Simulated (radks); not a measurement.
The numbers below are computed, except where a source is named.
Task: Radial electron density D(r) = 4 pi r^2 rho(r) of an atom or ion with 4 electrons. Level of theory: scalar-relativistic Kohn-Sham, exchange-only LDA, spin-polarised, spherical densities, finite nucleus; Fermi nuclear charge, rms radius of each element as measured or else 0.836 A^(1/3) + 0.57 fm (a radial shooting solver on a logarithmic mesh with Libxc functionals).

```
   r/bohr * D(r) (the largest magnitude, 8.58, reaches the edge; | marks zero)
 0.007665 |*
 0.008437 | *
 0.009287 | *
  0.01031 | *
  0.01134 |  *
  0.01259 |  *
  0.01385 |   *
  0.01525 |    *
  0.01692 |     *
  0.01863 |      *
   0.0205 |       *
  0.02275 |        *
  0.02504 |          *
  0.02757 |            *
  0.03059 |              *
  0.03367 |                *
  0.03736 |                   *
  0.04113 |                      *
  0.04527 |                         *
  0.05023 |                            *
  0.05529 |                                *
  0.06086 |                                   *
  0.06753 |                                       *
  0.07434 |                                          *
  0.08183 |                                              *
   0.0908 |                                                 *
  0.09995 |                                                   *
   0.1109 |                                                     *
   0.1221 |                                                      *
   0.1344 |                                                      *
   0.1491 |                                                     *
   0.1641 |                                                  *
   0.1807 |                                               *
   0.2005 |                                          *
   0.2207 |                                     *
   0.2448 |                               *
   0.2695 |                          *
   0.2967 |                     *
   0.3292 |                *
   0.3624 |             *
   0.3989 |           *
   0.4426 |          *
   0.4872 |          *
   0.5363 |           *
    0.595 |            *
    0.655 |             *
   0.7268 |              *
      0.8 |              *
   0.8806 |              *
   0.9771 |            *
    1.076 |          *
    1.184 |        *
    1.314 |     *
    1.446 |   *
    1.592 |  *
    1.766 | *
    1.944 |*
    2.157 *
    2.375 *
    2.614 *
      2.9 *
    3.193 *
```

What is the nuclear charge?

Result: Z = 8. The innermost maximum, from 1s, lies near gamma/Z bohr with gamma = sqrt(1 - (Z/c)^2) = 0.998, here 0.125 bohr (found: 0.127), and its height grows with Z. The density is that of the oxygen ion O4+ in [He] 2s2; the configuration itself is not fixed sharply by these data. D(r) has 2 maxima, at r = 0.127, 0.775 bohr, and minima at 0.457 bohr, inside which lie 2.06 electrons.
